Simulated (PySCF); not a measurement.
Molecule: `InChI=1S/C4H12OSi/c1-5-6(2,3)4/h1-4H3`.

Mapped SMILES: `[CH3:1][O:2][Si:3]([CH3:4])([CH3:5])[CH3:6]` (H(Xn): hydrogen on atom n).

Geometry PBE0-D3(BJ)/def2-SVP throughout; GIAO in PySCF, gas phase, one conformer, non-relativistic; equivalent atoms averaged; functional PBE0.

For orientation, def2-TZVP gives these absolute shieldings σ: C1 136.1, C4/C5/C6 188.3, O2 307.5, Si3 310.6, H(C1) 28.03, H(C4)/H(C5)/H(C6) 31.42 ppm.

A run gave: C1 188.5, C4/C5/C6 236.6, O2 432.2, Si3 504.1, H(C1) 31.11, H(C4)/H(C5)/H(C6) 32.53 ppm (absolute shieldings σ).

Problem. Which basis set was used in that run?
A. pcSseg-1
B. 6-311+G(2d,p)
C. cc-pVDZ
D. 6-31G
E. STO-3G

Solution. E. C1 tells them apart best: STO-3G gives 188.5, pcSseg-1 gives 133.4, cc-pVDZ gives 148.2, 6-311+G(2d,p) gives 136.7, 6-31G gives 150.9 ppm.
